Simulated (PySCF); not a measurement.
C₃H₇BO₂, SMILES C[C@H]1OCB1O.

The structure is a stationary point at B3LYP-D3(BJ)/def2-SVP. The structure was generated by enumeration; whether it is a known compound was not checked. One conformer was computed; it need not be the lowest.

These are B3LYP-D3(BJ)/def2-SVP in PySCF values and carry that method's errors.

Frequencies are harmonic and unscaled.

Computed vibrational spectrum:
```
mode  ν (cm⁻¹)  IR (km/mol)  moving atoms (share of kinetic energy)
----  --------  -----------  --------------------------------------
1           81          5.7                  O 38 %, C 32 %, H 27 %
2          157          2.4                  C 43 %, H 31 %, O 22 %
3          223          1.3                                  H 91 %
4          322          4.8          H 31 %, O 24 %, C 23 %, B 21 %
5          402          5.9                  C 36 %, H 29 %, O 29 %
6          442         10.7                  H 52 %, B 24 %, C 18 %
7          585         11.6           O 52 %, C 23 %, H 17 %, B 9 %
8          600         74.2                   H 71 %, O 14 %, C 9 %
9          742          9.3                  C 49 %, H 37 %, O 10 %
10         840         24.3          H 43 %, C 22 %, B 19 %, O 15 %
11         847         28.9           H 42 %, O 26 %, C 23 %, B 8 %
12         899         70.3          H 50 %, C 18 %, B 18 %, O 14 %
13         996         32.2                  C 40 %, H 32 %, O 25 %
14         999         56.8                  H 46 %, C 29 %, O 19 %
15        1060         31.9                   C 51 %, H 40 %, O 8 %
16        1104         32.1                          C 50 %, H 41 %
17        1146         58.0                   H 68 %, B 16 %, C 8 %
18        1155         25.9                                  H 80 %
19        1248         13.1                          H 60 %, C 29 %
20        1267         49.1                  H 53 %, C 29 %, B 12 %
21        1327          8.2                          H 64 %, C 30 %
22        1384          2.7                          H 77 %, C 23 %
23        1441          1.8                                  H 90 %
24        1452          6.5                                  H 94 %
25        1474          1.7                                  H 95 %
26        1529        299.1                   B 66 %, O 18 %, C 9 %
27        2983         59.3                                  H 94 %
28        2992         29.8                                  H 94 %
29        3023          9.1                                  H 96 %
30        3024         44.1                                  H 92 %
31        3106         23.4                          H 90 %, C 10 %
32        3112         22.3                           H 91 %, C 9 %
33        3825         76.0                                  H 94 %
```
